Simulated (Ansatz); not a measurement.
## MP2, SCS-MP2 and SOS-MP2 from spin components

System: C₃H₂F₂ (SMILES C=C=C(F)F), singlet, at a GFN2-xTB geometry. Level: Ansatz (an electronic-structure program) with MP2/STO-3G. Sums are taken with unrounded values, so a last digit can differ.

Input for Ansatz:
Ansatz 0.2 input:
```yaml
crystal:
  periodic: [false, false, false]
  atoms:
    - {symbol: C, position_ang: [-2.17375340, 0.01530894, -0.01188252]}
    - {symbol: C, position_ang: [-0.87978136, 0.00619597, -0.00480920]}
    - {symbol: C, position_ang: [0.41597950, -0.00292959, 0.00227389]}
    - {symbol: F, position_ang: [1.19267818, 1.03952717, -0.30069797]}
    - {symbol: F, position_ang: [1.17456058, -1.05619876, 0.31363815]}
    - {symbol: H, position_ang: [-2.73690941, -0.23918534, -0.89666413]}
    - {symbol: H, position_ang: [-2.74290786, 0.27777766, 0.86670949]}
basis:
  gaussian:
    orbitals: STO-3G
magnetization: {spin_polarized: false}
correlation: {method: mp2}
```

It gave an SCF energy of -309.335202 Eh, a same-spin correlation energy of -0.037521 Eh and an opposite-spin one of -0.172626 Eh.

Question: Work out the MP2, SCS-MP2 (6/5 and 1/3) and SOS-MP2 (1.3 and 0) correlation and total energies.

Answer: MP2: -0.172626 + (-0.037521) = -0.210147 Eh, total -309.545349 Eh, as the program printed. SCS-MP2: 1.2 × (-0.172626) + (-0.037521)/3 = -0.219658 Eh, total -309.554860 Eh. SOS-MP2: 1.3 × (-0.172626) = -0.224414 Eh, total -309.559616 Eh. Opposite spins carry 82 % of the MP2 correlation; same-spin pairs are already kept apart by exchange.
